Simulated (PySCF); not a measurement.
# Two-component Hartree-Fock for Sm²⁸⁺ (samarium, charge +28)

Start: [Ar] 3d10 4s2 4p4; 4p1/2 filled at m_j = -1/2, +1/2; 4p3/2 filled at m_j = +1/2, +3/2. Calculated with PySCF 2.14 in an uncontracted even-tempered set (17 s from 2.4 bohr⁻², ratio 2.8; 13 p from 3.1 bohr⁻², ratio 2.8; 8 d from 5.6 bohr⁻², ratio 2.8; 4 f from 16 bohr⁻², ratio 3): generalised Hartree-Fock with the X2C-1e Hamiltonian and a Gaussian nucleus; one run each with spin-orbit coupling (SO) switched off, then screened by Boettger's factors.

| spinor shell | electrons | ε, spin-free (eV) | ε, screened SO (eV) | weight of nominal j (screened SO) | rms radius, screened SO (bohr) |
| --- | --- | --- | --- | --- | --- |
| 1s1/2 | 2 | -48048.5 | -48039.2 | 1.000 | 0.0259 |
| 2s1/2 | 2 | -8780.5 | -8777.0 | 1.000 | 0.105 |
| 2p1/2 | 2 | -7933.4 | -8357.7 | 1.000 | 0.0899 |
| 2p3/2 | 4 | -7933.4 | -7748.2 | 1.000 | 0.0961 |
| 3s1/2 | 2 | -2689.2 | -2687.4 | 1.000 | 0.268 |
| 3p1/2 | 2 | -2417.3 | -2507.6 | 1.000 | 0.259 |
| 3p3/2 | 4 | -2417.3 | -2376.3 | 1.000 | 0.272 |
| 3d3/2 | 4 | -2055.3 | -2071.0 | 1.000 | 0.243 |
| 3d5/2 | 6 | -2055.3 | -2042.5 | 1.000 | 0.247 |
| 4s1/2 | 2 | -1167.1 | -1166.5 | 1.000 | 0.571 |
| 4p1/2 | 2 | -1069.1 | -1092.8 | 0.994 | 0.577 |
| 4p3/2 | 2 | -1069.1 | -1057.5 | 0.996 | 0.599 |

```tsv
quantity	spin-free	screened SO
E (hartree)	-10028.34728	-10035.10921
M_J	2	2
⟨J²⟩	6.002	6.005
⟨L²⟩	2.001	3.137
⟨S²⟩	2.000	1.478
```

Each row is a mean over spinors that exchange with the open shell spreads, by up to 14.272 eV (4s1/2).

Breit and QED terms are absent; they matter most for the inner s and p1/2 levels.

Densities and radii are taken from the X2C orbitals without a picture-change correction, which distorts them close to the nucleus.

Without spin-orbit coupling the j labels of p, d and f shells carry no meaning; the spin-free column gives the mean over the occupied spinors of each nl shell.
